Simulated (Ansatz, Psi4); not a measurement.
## Worked example: vertical ionisation energy of InHCl (SMILES [Cl][InH])

InHCl has 3 atoms, charge 0, and is taken as a doublet. SMILES: `[Cl][InH]`. The coordinates come from a PBE0-D4/def2-TZVP relaxation.

| atom | x (Å) | y (Å) | z (Å) |
| --- | --- | --- | --- |
| Cl | -1.6498 | 0.3968 | -0.8674 |
| In | 0.4095 | 0.5424 | 0.2861 |
| H | 1.2294 | -1.0039 | 0.5681 |

Both states at this one shape; open shells run unrestricted unless said. 1 Eh = 27.2114 eV.

```
                                  level  program  doublet InHCl (Eh)  singlet InHCl+ (Eh)
                           UPBE0/STO-3G   Ansatz        -6140.245954         -6140.031414
     UHSE06/def2-TZVPP (core potential)     Psi4         -650.830450          -650.518453
RPA@PBE/STO-3G, 23 core orbitals frozen   Ansatz        -6138.123910         -6137.949137
```

**Question.** Work out the vertical ionisation energy at each level.

**Answer.** 
1. UPBE0/STO-3G: -6140.031414 − (-6140.245954) = 0.214540 Eh = 5.84 eV.
2. UHSE06/def2-TZVPP (core potential): -650.518453 − (-650.830450) = 0.311997 Eh = 8.49 eV.
3. RPA@PBE/STO-3G: -6137.949137 − (-6138.123910) = 0.174773 Eh = 4.76 eV.

No measured value is set beside it here; the levels span 4.76 to 8.49 eV. Spin-orbit coupling, which splits open shells on such heavy atoms by tenths of an eV, is left out. Minimal sets are far from the basis-set limit. All-electron rows are non-relativistic unless named.
